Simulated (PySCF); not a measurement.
Isomers of C8H18BN, mass 139.153 u with the commonest isotopes. Method used: PBE0-D3(BJ)/def2-SVP geometry optimisation, gas phase (PySCF 2.14.0). One conformer each, none proved a minimum here; rigid rotors.

Question: Order these by rotational constant B, largest first.
A. `[CH3:1][N@+:2]1([CH2:3][CH:4]2[CH2:5][CH2:6]2)[BH2-:7][CH2:8][CH2:9][CH2:10]1` with C1–N2–C3–C4 -63°, N2–C3–C4–C5 162°, C3–C4–C5–C6 -112°, C1–N2–B7–C8 -83°, N2–B7–C8–C9 -13°, B7–C8–C9–C10 -12°
B. `[CH2:1]=[CH:2][CH2:3][CH2:4][N@+:5]1([CH3:6])[BH2-:7][CH2:8][CH2:9][CH2:10]1` with C1–C2–C3–C4 115°, C2–C3–C4–N5 180°, C3–C4–N5–C6 -60°, C4–N5–B7–C8 -156°, N5–B7–C8–C9 17°, B7–C8–C9–C10 8°, C8–C9–C10–N5 -34°
C. `[CH2:1]=[C:2]([CH3:3])[C@@H:4]1[BH2-:5][N+:6]([CH3:7])([CH3:8])[CH2:9][CH2:10]1` with C1–C2–C4–B5 108°, C2–C4–B5–N6 -132°, C4–B5–N6–C7 150°, B5–N6–C9–C10 -43°, N6–C9–C10–C4 40°
D. `[CH3:1][N+:2]1([CH3:3])[BH2-:4][C@@H:5]([CH:6]2[CH2:7][CH2:8]2)[CH2:9][CH2:10]1` with B4–C5–C6–C7 -88°, C1–N2–B4–C5 -151°, N2–B4–C5–C6 -116°, C5–C6–C7–C8 -111°, B4–C5–C9–C10 16°

Answer: C (823.0 MHz), D (745.6 MHz), A (726.6 MHz), B (626.5 MHz).

Question: Order these by out-of-plane moment Σ m c² = (Ia + Ib − Ic)/2, largest first.
A. `[CH2:1]=[C:2]([CH3:3])[C@@H:4]1[BH2-:5][N+:6]([CH3:7])([CH3:8])[CH2:9][CH2:10]1` with C1–C2–C4–B5 108°, C2–C4–B5–N6 -132°, C4–B5–N6–C7 150°, B5–N6–C9–C10 -43°, N6–C9–C10–C4 40°
B. `[CH2:1]=[CH:2][CH2:3][CH2:4][N@+:5]1([CH3:6])[BH2-:7][CH2:8][CH2:9][CH2:10]1` with C1–C2–C3–C4 115°, C2–C3–C4–N5 180°, C3–C4–N5–C6 -60°, C4–N5–B7–C8 -156°, N5–B7–C8–C9 17°, B7–C8–C9–C10 8°, C8–C9–C10–N5 -34°
C. `[CH3:1][N+:2]1([CH3:3])[BH2-:4][C@@H:5]([CH:6]2[CH2:7][CH2:8]2)[CH2:9][CH2:10]1` with B4–C5–C6–C7 -88°, C1–N2–B4–C5 -151°, N2–B4–C5–C6 -116°, C5–C6–C7–C8 -111°, B4–C5–C9–C10 16°
D. `[CH3:1][N@+:2]1([CH2:3][CH:4]2[CH2:5][CH2:6]2)[BH2-:7][CH2:8][CH2:9][CH2:10]1` with C1–N2–C3–C4 -63°, N2–C3–C4–C5 162°, C3–C4–C5–C6 -112°, C1–N2–B7–C8 -83°, N2–B7–C8–C9 -13°, B7–C8–C9–C10 -12°

Answer: A (85.28 u·Å²), D (76.01 u·Å²), B (73.40 u·Å²), C (69.29 u·Å²).

Question: Order these by rotational constant C, smallest first.
A. `[CH3:1][N@+:2]1([CH2:3][CH:4]2[CH2:5][CH2:6]2)[BH2-:7][CH2:8][CH2:9][CH2:10]1` with C1–N2–C3–C4 -63°, N2–C3–C4–C5 162°, C3–C4–C5–C6 -112°, C1–N2–B7–C8 -83°, N2–B7–C8–C9 -13°, B7–C8–C9–C10 -12°
B. `[CH2:1]=[CH:2][CH2:3][CH2:4][N@+:5]1([CH3:6])[BH2-:7][CH2:8][CH2:9][CH2:10]1` with C1–C2–C3–C4 115°, C2–C3–C4–N5 180°, C3–C4–N5–C6 -60°, C4–N5–B7–C8 -156°, N5–B7–C8–C9 17°, B7–C8–C9–C10 8°, C8–C9–C10–N5 -34°
C. `[CH2:1]=[C:2]([CH3:3])[C@@H:4]1[BH2-:5][N+:6]([CH3:7])([CH3:8])[CH2:9][CH2:10]1` with C1–C2–C4–B5 108°, C2–C4–B5–N6 -132°, C4–B5–N6–C7 150°, B5–N6–C9–C10 -43°, N6–C9–C10–C4 40°

Answer: B (611.4 MHz), A (716.3 MHz), C (773.8 MHz).

```
                          SMILES  point group  Ia (u·Å²)  Ib (u·Å²)  Ic (u·Å²)      κ  μa (D)  μb (D)  μc (D)
       C[N@+]1(CC2CC2)[BH2-]CCC1           C1     161.99     695.52     705.49  -0.99    1.77    3.83    0.46
 C[N+]1(C)[BH2-][C@@H](C2CC2)CC1           C1     175.98     677.77     715.17  -0.96    3.80    2.07    1.80
        C=CCC[N@+]1(C)[BH2-]CCC1           C1     166.77     806.63     826.60  -0.99    2.79    1.02    3.28
C=C(C)[C@@H]1[BH2-][N+](C)(C)CC1           C1     209.63     614.09     653.15  -0.94    4.54    1.66    0.14
```
